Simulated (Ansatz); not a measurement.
Reaction (cleavage of the P–P bond): `P[PH][GaH2]` + `[NH2][ZnH]` → `P[NH][ZnH]` + `[PH2][GaH2]`

Calculated with Ansatz (gas phase, PBE0-D4/def2-TZVP geometries, no zero-point term in ΔE). CCSD(T)/CBS is the MP2 limit (def2-TZVPP, def2-QZVPP) plus CCSD(T) − MP2 in def2-TZVPP, frozen cores. Functionals use def2-TZVPP. B3LYP here is the variant with VWN-RPA as its local correlation; programs differ in this. HSE06 is defined as in plane-wave codes. For Ga, Zn outer-core shells are correlated without core-valence functions, which leaves a few kJ/mol of doubt a bond. Scalar relativity is left out up to krypton. One conformer a species, not always the lowest.

```json
{"level": "LDA (SPW92)", "ΔE (kJ/mol)": "34.8", "difference from CCSD(T)/CBS": "14.2"}
{"level": "revPBE-D4", "ΔE (kJ/mol)": "27.5", "difference from CCSD(T)/CBS": "6.9"}
{"level": "BLYP-D4", "ΔE (kJ/mol)": "13.2", "difference from CCSD(T)/CBS": "-7.4"}
{"level": "r2SCAN-D4", "ΔE (kJ/mol)": "25.2", "difference from CCSD(T)/CBS": "4.6"}
{"level": "PBE0-D4", "ΔE (kJ/mol)": "24.4", "difference from CCSD(T)/CBS": "3.8"}
{"level": "r2SCANh-D4", "ΔE (kJ/mol)": "23.5", "difference from CCSD(T)/CBS": "2.9"}
{"level": "r2SCAN0-D4", "ΔE (kJ/mol)": "21.0", "difference from CCSD(T)/CBS": "0.4"}
{"level": "HSE06-D4", "ΔE (kJ/mol)": "24.3", "difference from CCSD(T)/CBS": "3.7"}
{"level": "BHLYP-D4", "ΔE (kJ/mol)": "3.0", "difference from CCSD(T)/CBS": "-17.6"}
{"level": "CAM-B3LYP-D4", "ΔE (kJ/mol)": "3.3", "difference from CCSD(T)/CBS": "-17.3"}
{"level": "ωB97X-V", "ΔE (kJ/mol)": "9.5", "difference from CCSD(T)/CBS": "-11.1"}
{"level": "ωB97M-V", "ΔE (kJ/mol)": "11.2", "difference from CCSD(T)/CBS": "-9.4"}
{"level": "B2PLYP", "ΔE (kJ/mol)": "8.8", "difference from CCSD(T)/CBS": "-11.8"}
{"level": "PBE-QIDH", "ΔE (kJ/mol)": "19.4", "difference from CCSD(T)/CBS": "-1.2"}
{"level": "PBE", "ΔE (kJ/mol)": "26.8", "difference from CCSD(T)/CBS": "6.2"}
{"level": "revPBE", "ΔE (kJ/mol)": "22.7", "difference from CCSD(T)/CBS": "2.1"}
{"level": "BLYP", "ΔE (kJ/mol)": "6.3", "difference from CCSD(T)/CBS": "-14.3"}
{"level": "r2SCAN", "ΔE (kJ/mol)": "24.5", "difference from CCSD(T)/CBS": "3.9"}
{"level": "PBE0", "ΔE (kJ/mol)": "21.3", "difference from CCSD(T)/CBS": "0.7"}
{"level": "B3LYP", "ΔE (kJ/mol)": "4.0", "difference from CCSD(T)/CBS": "-16.6"}
{"level": "r2SCANh", "ΔE (kJ/mol)": "22.8", "difference from CCSD(T)/CBS": "2.2"}
{"level": "r2SCAN0", "ΔE (kJ/mol)": "20.1", "difference from CCSD(T)/CBS": "-0.5"}
{"level": "HSE06", "ΔE (kJ/mol)": "21.3", "difference from CCSD(T)/CBS": "0.7"}
{"level": "CAM-B3LYP", "ΔE (kJ/mol)": "0.0", "difference from CCSD(T)/CBS": "-20.6"}
{"level": "LC-ωPBE", "ΔE (kJ/mol)": "13.5", "difference from CCSD(T)/CBS": "-7.1"}
{"level": "HF/def2-SVP", "ΔE (kJ/mol)": "-31.5", "difference from CCSD(T)/CBS": "-52.1"}
{"level": "MP2/def2-SVP", "ΔE (kJ/mol)": "0.2", "difference from CCSD(T)/CBS": "-20.4"}
{"level": "CCSD/def2-SVP", "ΔE (kJ/mol)": "-8.8", "difference from CCSD(T)/CBS": "-29.4"}
{"level": "CCSD(T)/def2-SVP", "ΔE (kJ/mol)": "-4.1", "difference from CCSD(T)/CBS": "-24.7"}
{"level": "HF/def2-TZVPP", "ΔE (kJ/mol)": "-24.1", "difference from CCSD(T)/CBS": "-44.7"}
{"level": "MP2/def2-TZVPP", "ΔE (kJ/mol)": "20.0", "difference from CCSD(T)/CBS": "-0.6"}
{"level": "SCS-MP2/def2-TZVPP", "ΔE (kJ/mol)": "9.1", "difference from CCSD(T)/CBS": "-11.5"}
{"level": "CCSD/def2-TZVPP", "ΔE (kJ/mol)": "6.6", "difference from CCSD(T)/CBS": "-14.0"}
{"level": "CCSD(T)/def2-TZVPP", "ΔE (kJ/mol)": "13.8", "difference from CCSD(T)/CBS": "-6.8"}
{"level": "HF/def2-QZVPP", "ΔE (kJ/mol)": "-25.5", "difference from CCSD(T)/CBS": "-46.1"}
{"level": "MP2/def2-QZVPP", "ΔE (kJ/mol)": "23.4", "difference from CCSD(T)/CBS": "2.8"}
{"level": "SCS-MP2/def2-QZVPP", "ΔE (kJ/mol)": "12.2", "difference from CCSD(T)/CBS": "-8.4"}
{"level": "HF/CBS(def2)", "ΔE (kJ/mol)": "-25.6", "difference from CCSD(T)/CBS": "-46.2"}
{"level": "MP2/CBS(def2)", "ΔE (kJ/mol)": "26.8", "difference from CCSD(T)/CBS": "6.2"}
{"level": "CCSD/CBS(def2)", "ΔE (kJ/mol)": "13.4", "difference from CCSD(T)/CBS": "-7.2"}
{"level": "CCSD(T)/CBS", "ΔE (kJ/mol)": "20.6", "difference from CCSD(T)/CBS": "0"}
```

Largest T1 diagnostic among the species: 0.016.

From r2SCAN to r2SCAN0 (25 % exact exchange), in def2-TZVPP and without D4, ΔE moves by −4.4 kJ/mol. In def2-TZVPP, CCSD(T) changes the Hartree–Fock value by +37.9 kJ/mol (the triples alone add +7.2 kJ/mol) and MP2 by +44.1 kJ/mol. The D4 term adds +5.9 kJ/mol with B3LYP and +3.1 kJ/mol with PBE0; it sums over pairs of atoms, weighted by their polarisabilities, and B3LYP, whose exchange is more repulsive, gets the larger term.
